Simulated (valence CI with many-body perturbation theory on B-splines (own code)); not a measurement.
The numbers below are computed, except where a source is named.
A CI+MBPT run for Lu56+

Method: configuration interaction combined with many-body perturbation theory (CI+MBPT): five valence electrons over a frozen Dirac-Fock core [Ne], a basis of 6 s, 6 p, 5 d, 3 f, 1 g functions for each j, with the one-electron correlation potential Σ1 (screened to all orders), the two-electron term Σ2, the three-electron term Σ3, Breit, model QED; selected single and double excitations, second order for the rest, scaled by the run's own slope (own B-spline code, finite nucleus).

Command, and the settings that its task file holds:

```sh
python run_cv.py task.json out
```

```
atom Lu  Z=71  mass_number=175  rms_radius_fm=5.3700
core [Ne]
valence 3s2 3p3
avg = 1
basis = S
breit = 1
cap = 1500
capref = 1200
cscale = 1
de = 0.0
dress = 0
eps = 2e-08
extrap = 1
h = 0.27
hh = 1
l2 = 3
lcore = 6
maxit = 60
n2 = 5
natural = 1
nlev = 21
nno = [3, 3, 3, 2, 1]
nroot = 26
nsp = [3, 3, 2, 1, 0]
pt2 = 1
qed = 1
rpa = 1
s1 = 1
s2 = 1
s3 = 1
screen = 1
tol = 2e-05
whole = 1
```

It took 10 s on 1 thread of Arm Neoverse V1, with other jobs on the host.

Log. The first blocks belong to the next ion, which gives the ionisation energy. Fields: 2J, parity (1 odd), roots, reference size, generating configurations, candidates as configurations/state functions, variational space P, stored matrix elements, Davidson steps; e2 is the range of second-order energies in hartree. The first line gives the box (bohr), its intervals, the orbitals and the steps of their self-consistent field. Window is the range of levels sought, series limit the energy at which the first omitted orbital would enter, core excitation an estimate of the first excitation out of the core, left out the lowest levels not solved, and shifts from estimates the range by which levels moved from their first estimate, all in cm⁻¹.

```
rmax 1.5 intervals 54 orbitals 36 references ['3s2 3p3', '3s2 3p2 3d', '3s 3p4', '3s 3p3 3d', '3s2 3p 3d2'] scf 3 t 0.8
2J=0 par=0 roots 2 ref 24 generators 7 cand 2710/4112 P 127/150 nnz 0 it 0
2J=0 par=0 roots 2 ref 24 generators 8 cand 3053/4956 P 556/750 nnz 0 it 0
   second order: generators 14 cand 3423/5720 e2 -0.00058 -0.00023
reference levels 559, estimated 63, window 4805931 1/cm; series limit 29692332, core excitation 61201197
2J=3 par=1 roots 4 ref 66 generators 12 cand 7134/58077 P 100/300 nnz 0 it 0
2J=3 par=1 roots 4 ref 66 generators 21 cand 8387/74328 P 438/1499 nnz 0 it 7
   second order: generators 30 cand 10754/122461 e2 -0.02963 -0.01139
2J=3 par=0 roots 7 ref 71 generators 15 cand 7908/70795 P 106/299 nnz 0 it 0
2J=3 par=0 roots 7 ref 71 generators 23 cand 8642/78770 P 422/1498 nnz 0 it 11
   second order: generators 32 cand 11251/110190 e2 -0.02959 -0.02006
2J=5 par=1 roots 2 ref 65 generators 7 cand 6339/58940 P 90/291 nnz 0 it 0
2J=5 par=1 roots 2 ref 65 generators 15 cand 8123/82832 P 360/1498 nnz 0 it 8
   second order: generators 24 cand 9853/123569 e2 -0.02300 -0.01267
2J=5 par=0 roots 7 ref 74 generators 13 cand 7944/84173 P 96/292 nnz 0 it 0
2J=5 par=0 roots 7 ref 74 generators 21 cand 8433/93421 P 398/1500 nnz 0 it 10
   second order: generators 33 cand 10861/129923 e2 -0.03329 -0.02377
2J=1 par=1 roots 2 ref 41 generators 8 cand 6463/30432 P 123/299 nnz 0 it 0
2J=1 par=1 roots 2 ref 41 generators 16 cand 7665/40070 P 479/1496 nnz 0 it 7
   second order: generators 23 cand 9309/57985 e2 -0.01247 -0.00789
2J=1 par=0 roots 5 ref 44 generators 14 cand 7552/40701 P 141/300 nnz 0 it 0
2J=1 par=0 roots 5 ref 44 generators 20 cand 7993/44721 P 551/1496 nnz 0 it 8
   second order: generators 27 cand 9905/59950 e2 -0.02410 -0.01491
2J=7 par=0 roots 4 ref 54 generators 11 cand 7696/86050 P 99/299 nnz 0 it 0
2J=7 par=0 roots 4 ref 54 generators 16 cand 8102/90080 P 396/1499 nnz 0 it 7
   second order: generators 24 cand 10021/123208 e2 -0.02412 -0.02177
2J=9 par=0 roots 2 ref 34 generators 5 cand 5106/55168 P 101/290 nnz 0 it 0
2J=9 par=0 roots 2 ref 34 generators 12 cand 7259/72399 P 404/1468 nnz 0 it 6
   second order: generators 21 cand 8420/90855 e2 -0.01607 -0.01366
left out: unestimated 7070950, estimated 5360572, shifts from estimates -134 to 331
operators 0.6
```

The Davidson iterations converged.

The last digits are not significant, and no measured levels were compared; by estimate large intervals hold to a few tenths of a per cent, small ones and those within an open d or f shell to about a per cent. Among the levels kept, up to 6600 cm⁻¹ of a level comes from second order outside the variational space, and about a tenth of that is noise between levels of different J, which matters for small intervals.

* Valence energy: -1114.31 hartree
* Ionisation energy: 5527.4 eV (NIST: 5525 ± 5 eV (theoretical))
* Reference configurations for the orbitals: 3s2 3p3, 3s2 3p2 3d, 3s 3p4, 3s 3p3 3d, 3s2 3p 3d2
* Radial orbitals: 36
* Box radius: 1.479 bohr
* Largest variational space: 1500
* Lowest levels: (3s^2 3p1/2^2 3p3/2) J=3/2 0.00, (3s^2 3p1/2^2 3d3/2) J=3/2 1756.0, (3s^2 3p1/2 3p3/2^2) J=3/2 2244.1, (3s^2 3p1/2 3p3/2^2) J=5/2 2335.4, (3s^2 3p1/2^2 3d5/2) J=5/2 2393.4, (3s^2 3p1/2 3p3/2^2) J=1/2 2452.6, (3s 3p1/2^2 3p3/2^2) J=5/2 3561.4, (3s 3p1/2^2 3p3/2^2) J=3/2 3792.0, (3s 3p1/2^2 3p3/2^2) J=1/2 3803.0, (3s^2 3p1/2 3p3/2 3d3/2) J=5/2 [a] 3981.9, (3s^2 3p1/2 3p3/2 3d3/2) J=1/2 [a] 4006.1, (3s^2 3p1/2 3p3/2 3d3/2) J=3/2 [a] 4006.9, (3s^2 3p1/2 3p3/2 3d3/2) J=7/2 4076.4, (3s^2 3p1/2 3p3/2 3d3/2) J=5/2 [b] 4302.7 × 10³ cm⁻¹

Levels are named by their leading jj configuration (3d3/2^4 stands for four electrons in 3d with j = 3/2), which in mixed levels can hold well under half, so a name can repeat and another be missing. Letters in brackets count levels of one name in rising energy.
